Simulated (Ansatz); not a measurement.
Reaction (isomerisation): `C=C(F)[SiH](O)O` → `C=C[Si](O)(O)F`

Computed with Ansatz on PBE0-D4/def2-TZVP structures; ΔE is electronic, products minus reactants. CCSD(T)/CBS adds triple-zeta CCSD(T) − MP2 to the extrapolated MP2 energy (def2 sets, frozen cores). DFT in def2-TZVPP. Each species was taken in one conformer, which may not be the lowest.

`C=C(F)[SiH](O)O`:

Z-matrix (Å, degrees):
```
Si
O 1 1.632
C 1 1.880 2 110.4
O 1 1.638 2 111.2 3 -118.4
H 1 1.476 2 105.1 3 120.6
H 2 0.959 1 117.5 3 68.3
F 3 1.363 1 113.6 2 -159.9
C 3 1.322 1 127.5 2 19.4
H 4 0.959 1 117.0 2 140.6
H 8 1.082 3 119.1 1 0.9
H 8 1.084 3 122.1 1 -179.6
```

`C=C[Si](O)(O)F`:

```xyz
11

C     1.537    0.461   -1.042
C     1.112    0.175    0.186
Si   -0.658   -0.138    0.564
O    -1.636    0.042   -0.732
O    -0.802   -1.649    1.140
F    -1.143    0.913    1.667
H     0.851    0.514   -1.882
H     2.584    0.649   -1.263
H     1.843    0.128    0.991
H    -2.005    0.912   -0.890
H    -1.682   -2.008    1.261
```

```tsv
species	r2SCANh-D4 energy (Eh)
`C=C(F)[SiH](O)O`	-619.03412
`C=C[Si](O)(O)F`	-619.12479
```

Problem. Work out ΔE.

Solution. ΔE = (-619.12479) − (-619.03412) = -0.09067 Eh = -2.47 eV. CCSD(T)/CBS gives -2.56 eV.

Largest T1 diagnostic among the species: 0.012.

From BLYP to BHLYP (50 % exact exchange), in def2-TZVPP and without D4, ΔE moves by −0.22 eV. Leaving LDA and LC-ωPBE aside and taking each functional with its dispersion term where it has one, the values, not all of them listed here, spread over 0.27 eV, from BHLYP-D4 to PBE-D4. At CCSD(T), def2-SVP lies +0.23 eV from the extrapolated value and def2-TZVPP +0.03 eV.
